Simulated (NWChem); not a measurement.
System: CH₆O₂Si₂; SMILES C(=O)([SiH3])[SiH2]O

NWChem input:

```
start job
memory heap 200 mb stack 900 mb global 1100 mb
geometry units angstroms noautosym nocenter noautoz
  O     -1.475184     0.104163    -0.444356
  C     -0.302322     0.343038    -0.140574
  Si     0.284921     2.203522    -0.065684
  Si     0.754897    -1.266035     0.214191
  O     -0.396417    -2.452423    -0.041767
  H      1.737297     2.275959     0.320232
  H     -0.557774     2.920473     0.950983
  H      0.078096     2.815334    -1.422396
  H      1.281713    -1.241790     1.623308
  H      1.915221    -1.346650    -0.740211
  H     -1.226130    -1.976491    -0.285283
end
basis spherical
  O library 6-31+g*
  C library 6-31+g*
  Si library 6-31+g*
  H library 6-31+g*
end
dft
  xc xpbe96 cpbe96
  iterations 150
end
property
  response 1 0.0
end
task dft property
```

NWChem printed, in part:

```
             Northwest Computational Chemistry Package (NWChem) 7.3.0
             --------------------------------------------------------

                             Geometry "geometry" -> ""
                             -------------------------

 Output coordinates in angstroms (scale by  1.889725989 to convert to a.u.)

  No.       Tag          Charge          X              Y              Z
 ---- ---------------- ---------- -------------- -------------- --------------
    1 O                    8.0000    -1.47518400     0.10416300    -0.44435600
    2 C                    6.0000    -0.30232200     0.34303800    -0.14057400
    3 Si                  14.0000     0.28492100     2.20352200    -0.06568400
    4 Si                  14.0000     0.75489700    -1.26603500     0.21419100
    5 O                    8.0000    -0.39641700    -2.45242300    -0.04176700
    6 H                    1.0000     1.73729700     2.27595900     0.32023200
    7 H                    1.0000    -0.55777400     2.92047300     0.95098300
    8 H                    1.0000     0.07809600     2.81533400    -1.42239600
    9 H                    1.0000     1.28171300    -1.24179000     1.62330800
   10 H                    1.0000     1.91522100    -1.34665000    -0.74021100
   11 H                    1.0000    -1.22613000    -1.97649100    -0.28528300

 Effective nuclear repulsion energy (a.u.)     273.8243617526

  pbe96 is a nonlocal functional; adding pw91lda local functional.
                              NWChem Property Module
                              ----------------------

                                 NWChem DFT Module
                                 -----------------

 Summary of "ao basis" -> "ao basis" (spherical)
 ------------------------------------------------------------------------------
       Tag                 Description            Shells   Functions and Types
 ---------------- ------------------------------  ------  ---------------------
 O                          6-31+g*                  8       18   4s3p1d
 C                          6-31+g*                  8       18   4s3p1d
 Si                         6-31+g*                 10       22   5s4p1d
 H                          6-31+g*                  2        2   2s

            General Information
            -------------------
          SCF calculation type: DFT
          Wavefunction type:  closed shell.
          No. of atoms     :    11
          No. of electrons :    56
           Alpha electrons :    28
            Beta electrons :    28
          Charge           :     0
          Spin multiplicity:     1
          Use of symmetry is: off; symmetry adaption is: off
          Maximum number of iterations: 150
          AO basis - number of functions:   110
                     number of shells:    56
          Convergence on energy requested:  1.00D-06
          Convergence on density requested:  1.00D-05
          Convergence on gradient requested:  5.00D-04

              XC Information
              --------------
          PerdewBurkeErnzerhof Exchange Functional  1.000
            Perdew 1991 LDA Correlation Functional  1.000 local
           PerdewBurkeErnz. Correlation Functional  1.000 non-local

             Grid Information
             ----------------
          Grid used for XC integration:  medium
          Radial quadrature: Mura-Knowles
          Angular quadrature: Lebedev.
          Tag              B.-S. Rad. Rad. Pts. Rad. Cut. Ang. Pts.
          ---              ---------- --------- --------- ---------
          O                   0.60       49          15.0       434
          C                   0.70       49          12.0       434
          Si                  1.10       88          14.0       590
          H                   0.35       45          14.0       434
          Grid pruning is: on
          Number of quadrature shells:   593
          Spatial weights used:  Erf1

      Superposition of Atomic Density Guess
      -------------------------------------

 Sum of atomic energies:        -767.80192662

      Non-variational initial energy
      ------------------------------

 Total energy =    -769.362292
 1-e energy   =   -1605.648120
 2-e energy   =     562.461466
 HOMO         =      -0.243192
 LUMO         =      -0.080302

   convergence    iter        energy       DeltaE   RMS-Dens  Diis-err
 ---------------- ----- ----------------- --------- --------- ---------
 d= 0,ls=0.0,diis     1   -770.4401824855 -1.04D+03  3.00D-02  1.30D+00
 d= 0,ls=0.0,diis     2   -769.3164304076  1.12D+00  2.33D-02  1.17D+01
 d= 0,ls=0.0,diis     3   -770.5829554332 -1.27D+00  5.24D-03  1.37D-01
 d= 0,ls=0.0,diis     4   -770.5778968198  5.06D-03  2.84D-03  1.87D-01
 d= 0,ls=0.0,diis     5   -770.5969988213 -1.91D-02  4.99D-04  3.43D-03
  Resetting Diis
 d= 0,ls=0.0,diis     6   -770.5973132662 -3.14D-04  2.33D-04  3.93D-04
 d= 0,ls=0.0,diis     7   -770.5973765117 -6.32D-05  9.67D-05  1.53D-05
 d= 0,ls=0.0,diis     8   -770.5973716143  4.90D-06  6.48D-05  5.40D-05
 d= 0,ls=0.0,diis     9   -770.5973781818 -6.57D-06  1.32D-05  5.88D-06
 d= 0,ls=0.0,diis    10   -770.5973787585 -5.77D-07  4.27D-06  3.32D-07

         Total DFT energy =     -770.597378758535
      One electron energy =    -1609.029013377393
           Coulomb energy =      630.663102788302
    Exchange-Corr. energy =      -66.055829922045
 Nuclear repulsion energy =      273.824361752601

 Numeric. integr. density =       55.999986825432

                       DFT Final Molecular Orbital Analysis
                       ------------------------------------

 Vector   26  Occ=2.000000D+00  E=-3.154863D-01
              MO Center= -1.7D-01, -9.1D-01, -4.9D-02, r^2= 6.1D+00
   Bfn.  Coefficient  Atom+Function         Bfn.  Coefficient  Atom+Function
  ----- ------------  ---------------      ----- ------------  ---------------
    84      0.470812   5 O  py               88      0.288963   5 O  py
     4      0.202534   1 O  py               28     -0.202863   2 C  s
    43      0.170786   3 Si px              100      0.161221   6 H  s
    86     -0.158669   5 O  s                99      0.138215   6 H  s
    22      0.131926   2 C  py               66     -0.120846   4 Si py

 Vector   27  Occ=2.000000D+00  E=-2.686973D-01
              MO Center=  1.3D-01, -2.1D+00,  8.3D-02, r^2= 2.2D+00
   Bfn.  Coefficient  Atom+Function         Bfn.  Coefficient  Atom+Function
  ----- ------------  ---------------      ----- ------------  ---------------
    85      0.531542   5 O  pz               89      0.367139   5 O  pz
   106     -0.221136   9 H  s               108      0.221137  10 H  s
   105     -0.146918   9 H  s               107      0.146919  10 H  s
    83     -0.142476   5 O  px               67     -0.115373   4 Si pz
    93      0.100502   5 O  pz               87     -0.098409   5 O  px

 Vector   28  Occ=2.000000D+00  E=-2.114423D-01
              MO Center= -5.5D-01,  2.4D-01, -2.0D-01, r^2= 3.1D+00
   Bfn.  Coefficient  Atom+Function         Bfn.  Coefficient  Atom+Function
  ----- ------------  ---------------      ----- ------------  ---------------
     4      0.472104   1 O  py                8      0.326220   1 O  py
    44      0.286583   3 Si py               66      0.262133   4 Si py
    22     -0.250357   2 C  py               68      0.209558   4 Si s
    42     -0.156571   3 Si s                46     -0.151504   3 Si s
    65     -0.151360   4 Si px               72     -0.139535   4 Si s

 Vector   29  Occ=0.000000D+00  E=-1.284439D-01
              MO Center= -4.6D-01,  3.7D-01, -1.8D-01, r^2= 2.6D+00
   Bfn.  Coefficient  Atom+Function         Bfn.  Coefficient  Atom+Function
  ----- ------------  ---------------      ----- ------------  ---------------
    23     -0.433920   2 C  pz               27     -0.421897   2 C  pz
     5      0.404386   1 O  pz                9      0.318919   1 O  pz
    31     -0.270669   2 C  pz              102      0.208643   7 H  s
   104     -0.208626   8 H  s                13      0.202332   1 O  pz
   106      0.174636   9 H  s               108     -0.174635  10 H  s

 Vector   30  Occ=0.000000D+00  E=-4.302226D-02
              MO Center=  8.1D-01, -7.2D-01,  2.0D-01, r^2= 7.1D+00
   Bfn.  Coefficient  Atom+Function         Bfn.  Coefficient  Atom+Function
  ----- ------------  ---------------      ----- ------------  ---------------
    90     -1.272427   5 O  s                28      1.214154   2 C  s
    68      1.084864   4 Si s                50     -0.990172   3 Si s
    70     -0.844066   4 Si py               69     -0.496334   4 Si px
    24      0.455019   2 C  s                10     -0.339478   1 O  s
    52      0.339587   3 Si py               86     -0.326992   5 O  s

 Vector   31  Occ=0.000000D+00  E=-2.741399D-02
              MO Center= -3.7D-02,  9.7D-01, -9.7D-02, r^2= 9.9D+00
   Bfn.  Coefficient  Atom+Function         Bfn.  Coefficient  Atom+Function
  ----- ------------  ---------------      ----- ------------  ---------------
    28      2.331558   2 C  s                50     -1.760345   3 Si s
    72     -1.183486   4 Si s                52      0.768023   3 Si py
    90      0.704036   5 O  s                48      0.689361   3 Si py
    69      0.616329   4 Si px               29      0.470744   2 C  px
    68     -0.431397   4 Si s                24      0.347182   2 C  s

     Multipole analysis of the density
     ---------------------------------

     L   x y z        total         alpha         beta         nuclear
     -   - - -        -----         -----         ----         -------
     0   0 0 0     -0.000000    -28.000000    -28.000000     56.000000

     1   1 0 0      0.534406     -0.676843     -0.676843      1.888091
     1   0 1 0      0.783486      0.539329      0.539329     -0.295173
     1   0 0 1      0.108481      2.139267      2.139267     -4.170053

     2   2 0 0    -35.474609    -86.443268    -86.443268    137.411927
     2   1 1 0      0.221397     -3.697820     -3.697820      7.617036
     2   1 0 1     -0.349882    -15.460435    -15.460435     30.570988
     2   0 2 0    -38.151485   -319.441738   -319.441738    600.731990
     2   0 1 1      0.161382     11.894512     11.894512    -23.627641
     2   0 0 2    -34.482936    -32.792356    -32.792356     31.101777

 *** CALLING NEW AORESP DRIVER FOR CLOSED AND OPEN SHELLS ***
 Entering AOResponse driver routine

--------------------------------------------------------------------------------

          -----------------------------------------------
          Solving response equations for perturbing field
          -----------------------------------------------

 number of frequencies:     1
 frequency in a.u.:  0.0000000E+00
 Perturbing field: electric
 Using El. Dipole Length Gauge

 Setting up CPKS with frequency omega =      0.00000000 a.u.

 STATIC response

                                NWChem CPHF Module
                                ------------------

  scftype          =     RHF
  nclosed          =       28
  nopen            =        0
  variables        =     2296
  # of vectors     =        3
  tolerance        = 0.10D-03
  level shift      = 0.00D+00
  max iterations   =       50
  max subspace     =       30

 SCF residual:    1.1600337486641546E-004

Iterative solution of linear equations
  No. of variables     2296
  No. of equations        3
  Maximum subspace       30
        Iterations       50
       Convergence  1.0D-04

   iter   nsub   residual    time
   ----  ------  --------  ---------
     1      3    1.08D+01      20.7
     2      6    8.78D+00      23.7
     3      9    1.22D+00      26.8
     4     12    1.93D-01      29.9
     5     15    2.89D-02      32.9
     6     18    3.42D-03      36.0
     7     21    8.15D-04      39.1
     8     24    1.74D-04      42.4
     9     27    1.85D-05      45.7

 Electric Dipole Response Matrix (nonzero elements):

              1        2        3
    1   73.3853  -1.6519   3.8446
    2   -1.6519  93.8657  -1.9752
    3    3.8446  -1.9752  60.4338

 ------------------------------------------
 average:        75.89490 + I       0.00000

 DFT Linear Response polarizability / au
 Frequency  =       0.0000000 / au
              X              Y              Z
 -----------------------------------------------
 X      73.3852555     -1.6518907      3.8446411
 Y      -1.6518948     93.8656616     -1.9751743
 Z       3.8446413     -1.9751732     60.4337679
 -----------------------------------------------
 Eigenvalues =      74.2144188     94.1546600     59.3156062
 Isotropic   =      75.8948950
 Anisotropic =      30.2766206
 -----------------------------------------------

 Magnetic Dipole Response Matrix (nonzero elements):

 Exiting AOResponse driver routine
```

Level: PBE/6-31+G* (spherical d). All runs use the structure optimised with PBE-D3(BJ)/def2-SVP.
